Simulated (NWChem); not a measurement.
System: C₄H₇Cl; SMILES C(Cl)(CC)=C

The following NWChem deck was run.

```
start job
memory heap 200 mb stack 900 mb global 1100 mb
geometry units angstroms noautosym nocenter noautoz
  C     -1.810234     0.542722    -0.210616
  C     -0.568436     0.173492     0.096302
  Cl     0.747378     1.356077    -0.050641
  C     -0.130827    -1.186458     0.569488
  C      0.777000    -1.932459    -0.421976
  H     -2.054861     1.542533    -0.550743
  H     -2.621206    -0.174476    -0.120157
  H     -1.036693    -1.775030     0.759409
  H      0.388640    -1.079198     1.530792
  H      1.696896    -1.371855    -0.614076
  H      1.053963    -2.912270    -0.018177
  H      0.266749    -2.087505    -1.378702
end
basis spherical
  * library def2-tzvp
end
dft
  xc pbe0
  iterations 150
  semidirect filesize 400000000
end
property
  efieldgrad
end
task dft property
```

Geometry: optimised at B3LYP/6-31G* (spherical d).

Vzz is the largest principal value of the second derivative of the potential at the nucleus (NWChem prints the opposite sign); η is the asymmetry. Non-relativistic.

Atoms are numbered as in the input.

### Question
What results follow from this input? (PBE0/def2-TZVP.) Quantities: Vzz Cl3 (a.u.); η Cl3.

### Answer
```yaml
Vzz Cl3 (a.u.): 3.757
"η Cl3": 0.10
```
